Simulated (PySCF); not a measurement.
Atoms are numbered as in `[CH3:1][c:2]1[cH:3][cH:4][cH:5][cH:6][c:7]1[NH2:8]`; H(Xn) means a hydrogen on atom n.

PySCF 2.14.0 with density-fitted response routines calculation with geometry from PBE0-D3(BJ)/def2-TZVP and shieldings: GIAO B97-2/pcSseg-2; rapidly exchanging positions averaged, non-relativistic Hamiltonian, no solvent model, one conformer.

δ = σ(ref) − σ, references computed at the same level: TMS for $^{13}$C (185.38 ppm), $^{1}$H (31.64 ppm); $^{15}$N (261.75 ppm) vs NH3.

```
atoms   nucleus  count  δ (ppm)
   C6  $^{13}$C      1        ?
H(C1)   $^{1}$H      3     2.18
H(C5)   $^{1}$H      1     7.28
   C4  $^{13}$C      1    123.5
   C2  $^{13}$C      1    126.8
   N8  $^{15}$N      1     70.8
   C3  $^{13}$C      1        ?
   C7  $^{13}$C      1    152.6
H(C4)   $^{1}$H      1        ?
   C5  $^{13}$C      1    134.3
H(C3)   $^{1}$H      1     7.27
   C1  $^{13}$C      1        ?
H(C6)   $^{1}$H      1     6.74
H(N8)   $^{1}$H      2     3.37
```

**Question.** Fill in the missing shifts.

**Answer.** 
- C3: 137.2 ppm, aromatic CH; the aromatic region
- C6: 118.4 ppm, aromatic CH; π donation from the O or N substituent raises the electron density at positions ortho and para to it
- C1: 20.4 ppm, methyl carbon on an aromatic ring; a saturated carbon with 1 carbon neighbour and no heteroatom attached
- H(C4): 6.88 ppm, hydrogen on an aromatic CH; π donation from the O or N substituent shields it against benzene

Exchangeable OH/NH protons stand at their gas-phase positions; hydrogen bonding in a real sample shifts them, mostly to higher δ. Shifts are as computed. Against solution values, carbons near 30 ppm lie about +3 ppm off and those near 130 ppm about +7 ppm. Of 1309 compounds with measured shifts, 239 miss one by over three times the rms of a fit or turn the order of signals round; such compounds aren't used in these exercises. Experimental scales use liquid or dissolved standards, which lie at an offset from isolated NH3 (liquid NH3: subtract about 20 ppm).
